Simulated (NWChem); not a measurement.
Species: C$_{2}$H$_{9}$NSi; SMILES CCN[SiH3]

```xyz
13

C      0.1754    -2.3731    -0.2181
C     -0.5091    -1.0703     0.1934
N      0.4213     0.0498     0.2331
Si    -0.0199     1.7057    -0.0871
H     -0.5485    -3.2123    -0.2595
H      0.9665    -2.6522     0.5099
H      0.6547    -2.2670    -1.2118
H     -1.3073    -0.8250    -0.5418
H     -1.0381    -1.2239     1.1677
H      1.2169    -0.1072     0.8584
H     -0.9516     2.3615     0.9139
H     -0.7140     1.7653    -1.4230
H      1.2551     2.5040    -0.1110
```
Atoms are numbered in this order, from 1.

Computed with NWChem. Pople sets run with spherical d functions. The geometry was optimised at PBE-D3(BJ)/def2-SVP. Level: M05-2X/6-31G* with SMD (1 M gas to 1 M solution), gas-phase geometry. Reactions with the solvent are ignored.

```csv
solvent,dielectric constant,solvation free energy (kcal/mol),cavity-dispersion-structure term (kcal/mol),dipole in solution (D)
water,78.4,0.5,3.3,1.53
cyclohexanone,15.6,-2.5,0.2,1.51
anisole,4.22,-2.5,-0.3,…
1-octanol,9.86,-2.8,-0.2,1.49
```

Task: Complete the blanks.

Result: 
- anisole, dipole in solution (D): 1.43
